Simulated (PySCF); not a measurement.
A calculated (LDA, PySCF 2.14, dyall-av2z, no relativity, point nucleus) atom or ion has these occupied shells.

| shell | electrons | orbital energy (eV) | rms radius, mean of both spins (bohr) |
| --- | --- | --- | --- |
| 1s α | 1 | -7518.8 | 0.0660 |
| 1s β | 1 | -7518.8 | 0.0660 |
| 2s α | 1 | -900.34 | 0.282 |
| 2s β | 1 | -898.63 | 0.282 |
| 2p α | 3 | -785.16 | 0.251 |
| 2p β | 3 | -783.86 | 0.251 |
| 3s α | 1 | -119.73 | 0.844 |
| 3s β | 1 | -116.42 | 0.844 |
| 3p α | 3 | -85.339 | 0.893 |
| 3p β | 3 | -82.103 | 0.893 |
| 3d α | 5 | -28.749 | 1.16 |
| 3d β | 2 | -26.096 | 1.16 |

Question: Name the element and its charge.

Answer: Co²⁺ (cobalt, charge +2), in [Ar] 3d7, high-spin 4F determinant.
